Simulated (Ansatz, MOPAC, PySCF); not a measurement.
Dimer: H2O (SMILES O) (first 3 atoms) with HCl (SMILES Cl); geometry from B3LYP-D3(BJ)/def2-TZVP, rigid monomers moved along the line of their centres of mass till O1···H5 is 2.12 Å.
(charge 0, multiplicity 1):
```xyz
5

O      0.041     0.332     0.253
H      0.794     0.848    -0.056
H      0.186    -0.567    -0.061
Cl    -0.348     0.487     3.650
H     -0.247     0.448     2.350
```

Interaction energies are E(AB) − E(A) − E(B) at the monomers' geometry in the complex; basis-set methods are counterpoise corrected.

Rows in 6-31G* carry no dispersion term and start afresh at each structure (6-31G* with six Cartesian d functions). The state that PM6 reach isn't checked.

The values were computed with Ansatz (a quantum-chemistry and plane-wave program) with Gaussian orbitals; MOPAC for PM6 (differences of heats of formation); PySCF for 6-31G* rows, the dispersion terms. Values without a source in brackets are computed.

Task: One of these levels gives -5.08 kcal/mol for the interaction energy. Which one is it?
(A) HF/6-31G*
(B) r2SCAN-D3(BJ)/def2-TZVPPD
(C) PM6

Result: A, HF/6-31G*. The others give -4.31 (PM6), -5.56 (r2SCAN-D3(BJ)/def2-TZVPPD)
